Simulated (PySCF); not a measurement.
C2H8N2Si2, SMILES CC1=N[SiH2][Si@H]1N.

The structure is a stationary point at PBE0-D3(BJ)/def2-SVP. The structure was generated by enumeration; whether it is a known compound was not checked. The values are those of a single conformer.

Two levels are set side by side: PBE/def2-TZVP (PySCF) and HF/def2-TZVP (PySCF). Same geometry, gas phase. Differences are taken from unrounded values.

```
quantity                        HF    PBE  PBE minus HF
---------------------------  -----  -----  ------------
orbital gap (eV)             12.28   3.33         -8.95
highest occupied level (eV)  -9.61  -5.17          4.44
lowest empty level (eV)       2.67  -1.85         -4.52
dipole moment (D)             3.48   3.19         -0.28
mean polarisability (bohr³)   83.9   95.5          11.6
```

Without exact exchange PBE keeps part of each electron's self-repulsion, which lifts occupied levels and narrows the gap. Loosely held outer electrons make PBE densities more polarisable. Differences between two approximate levels are no errors against the true value.

Rough cost on one machine, each run with all the roots and properties that it gave: HF against PBE about 1/3.
